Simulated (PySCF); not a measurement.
Input for PySCF:
```python
from pyscf import gto, scf, mp

mol = gto.Mole()
mol.atom = '''
    Si   -0.535535    1.956597   -0.184336
    P    -0.182971   -0.034554    0.705854
    Si    1.951197   -0.441714    0.238647
    Si   -1.280427   -1.379528   -0.680484
    H    -1.971151    2.238382   -0.070046
    H     0.197300    2.938481    0.622512
    H     2.244489   -1.787097    0.725983
    H     2.725045    0.566560    0.957287
    H     2.221699   -0.353816   -1.197990
    H    -2.682846   -0.979430   -0.606035
    H    -0.795640   -1.255988   -2.056867
    H    -1.087626   -2.743759   -0.196230
'''
mol.basis = 'sto-3g'
mol.charge = 0
mol.spin = 1
mol.verbose = 5
mol.build()

mf = scf.UHF(mol)
mf.kernel()

pt = mp.MP2(mf, frozen=20)
pt.kernel()
print('E(MP2) = %.10f' % pt.e_tot)
mf.analyze()
```

Problem. What does this run give for the SCF-reference HOMO energy, nuclear repulsion energy, SCF-reference <S^2>, MP2 correlation energy, SCF-reference dipole moment, total energy?

Solution. 
The SCF-reference HOMO energy is -5.06 eV and the nuclear repulsion energy is 334.6203 Eh. The SCF-reference <S^2> is 0.753, the MP2 correlation energy is -0.1405 Eh and the SCF-reference dipole moment is 1.43 D. The total energy is -1198.5098 Eh.

These values belong to the state on which the SCF converged, which isn't shown to be the lowest.
